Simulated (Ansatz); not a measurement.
CH5AlO2Si (`C[SiH]1[O][Al]1[OH]`), relaxed with RKS PBE-D4/def2-SVP in the Gaussian-basis code of Ansatz from a rough embedded geometry. The force threshold is 0.03 eV/Å; the program also tests the step.

Total charge 0; spin multiplicity 1.

Start:

```xyz
10

C    -1.525   -0.440   -0.381
Si   -0.162    0.713   -0.775
O     0.190    1.587    0.656
Al    1.782    0.612    0.589
O     2.954   -0.604    1.271
H    -1.212   -1.177    0.410
H    -1.713   -1.087   -1.314
H    -2.404    0.066   -0.114
H    -0.319    1.648   -1.956
H     2.409   -1.318    1.615
```

| step | energy (eV) | largest force (eV/Å) | largest move (Å) |
| --- | --- | --- | --- |
| 1 | -19666.4714 | 3.246 | 0.000 |
| 2 | -19667.0760 | 1.291 | 0.195 |
| 3 | -19667.3339 | 0.778 | 0.195 |
| 4 | -19667.4013 | 0.393 | 0.200 |
| 5 | -19667.4458 | 0.390 | 0.192 |
| 6 | -19667.4656 | 0.569 | 0.193 |
| 7 | -19667.4866 | 0.402 | 0.157 |
| 8 | -19667.5194 | 0.257 | 0.200 |
| 9 (rejected) | -19667.4201 | 2.379 | 0.196 |
| 10 | -19667.5421 | 0.187 | 0.098 |
| 11 | -19667.5585 | 0.233 | 0.100 |
| 12 | -19667.5685 | 0.201 | 0.099 |
| 13 | -19667.5726 | 0.040 | 0.070 |
| 14 | -19667.5727 | 0.076 | 0.025 |
| 15 | -19667.5731 | 0.018 | 0.015 |

End:

```xyz
10

C    -1.835   -0.392   -0.585
Si   -0.166    0.477   -0.633
O     0.343    1.190    0.864
Al    1.684    0.057    0.673
O     3.013   -0.217    1.716
H    -1.892   -1.130    0.238
H    -2.033   -0.911   -1.546
H    -2.635    0.365   -0.438
H    -0.174    1.436   -1.802
H     3.696   -0.877    1.514
```

Run time 18 s (4 threads of an Arm Neoverse V1 on a shared host); peak host memory 0.16 GiB.
